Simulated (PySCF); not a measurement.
B(H)2(SMe) (CH₅BS), SMILES BSC.

Geometry: B3LYP-D3(BJ)/def2-TZVP.

The numbers are results of PySCF 2.14.0 with TDA-CAM-B3LYP/def2-SVPD, not measurements.

Vertical excitations.  State labels are in the subgroup Cs.

Question: Estimate the UV-visible absorptions. (Estimate from the structure and the level; the computed values follow.)

Answer: 
| state | symmetry | energy (eV) | λ (nm) | f | main pairs |
|---|---|---|---|---|---|
| S1 | A" | 6.15 | 202 | 0.000 | HOMO−1→LUMO 96 % |
| S2 | A' | 6.40 | 194 | 0.217 | HOMO→LUMO 91 % |
| S3 | A" | 6.81 | 182 | 0.001 | HOMO−2→LUMO 84 % |
| S4 | A" | 7.09 | 175 | 0.000 | HOMO→LUMO+1 39 %, HOMO→LUMO+2 33 %, HOMO−2→LUMO 12 %, HOMO→LUMO+8 6 % |
| S5 | A" | 7.46 | 166 | 0.066 | HOMO→LUMO+1 47 %, HOMO→LUMO+2 36 %, HOMO→LUMO+5 9 % |
| S6 | A" | 8.24 | 150 | 0.005 | HOMO→LUMO+3 87 % |
| S7 | A' | 8.27 | 150 | 0.087 | HOMO−1→LUMO+1 74 % |
| S8 | A' | 8.44 | 147 | 0.079 | HOMO→LUMO+4 35 %, HOMO−1→LUMO+2 35 %, HOMO−1→LUMO+1 13 %, HOMO−1→LUMO+5 8 % |
| S9 | A' | 8.49 | 146 | 0.001 | HOMO→LUMO+4 59 %, HOMO−1→LUMO+2 28 % |
| S10 | A" | 8.58 | 144 | 0.006 | HOMO−3→LUMO 32 %, HOMO→LUMO+5 30 %, HOMO→LUMO+6 25 %, HOMO→LUMO+2 9 % |
| T1 | A' | 4.50 | 275 | 0 | HOMO→LUMO 97 % |
| T2 | A" | 5.55 | 224 | 0 | HOMO−1→LUMO 93 % |
| T3 | A" | 6.23 | 199 | 0 | HOMO−2→LUMO 93 % |
| T4 | A" | 6.53 | 190 | 0 | HOMO→LUMO+2 39 %, HOMO→LUMO+1 28 %, HOMO→LUMO+5 12 %, HOMO→LUMO+6 8 % |
Triplets are in the Tamm–Dancoff approximation.
